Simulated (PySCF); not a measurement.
Spin states of CaCl

Unrestricted PBE0; basis Ca pcseg-2, Cl pcseg-2; no relativity; PySCF 2.14. Outer shells of the fragments: Ca 4s2; Cl 3s2 3p5.

Followed along the bond (rough minima from three points):

```
2Ms+1   unpaired  ⟨S²⟩ at the start  R at minimum (Å)  Te (eV)
    2        σ ↑               0.75              2.43     0.00
    4  σ ↑, π ↑↑               3.75  none in the scan   ≤ 6.10
```

Solutions found at the starting distance of 2.560 Å, counted from the lowest of them; the search is not exhaustive and high or unbound solutions are not listed, so other states can lie among these:

```
2Ms+1   unpaired   term  E (eV)  ⟨S²⟩  ⟨Lz²⟩  μ (D)
    2        σ ↑    ²Σ⁺    0.00  0.75   0.00  -4.86
    2        π ↑     ²Π    1.69  0.75   1.00  -5.55
    2        δ ↑     ²Δ    2.00  0.75   4.00  -8.95
    4  σ ↑, π ↑↑  mixed    6.26  3.75   2.02   1.19
    4  σ ↑, π ↑↑  mixed    6.36  3.75   2.01   3.83
    4  σ ↑↑, π ↑     ⁴Π    6.42  3.75   1.11   5.05
```

A term symbol is given only where ⟨S²⟩ and ⟨Lz²⟩ are close to those of a pure state; real π, δ and φ orbitals otherwise mix terms. A positive dipole means Ca(−)Cl(+).

Counting both spins, an empty level lies below a filled one in some of these solutions, because spin and occupation are held.
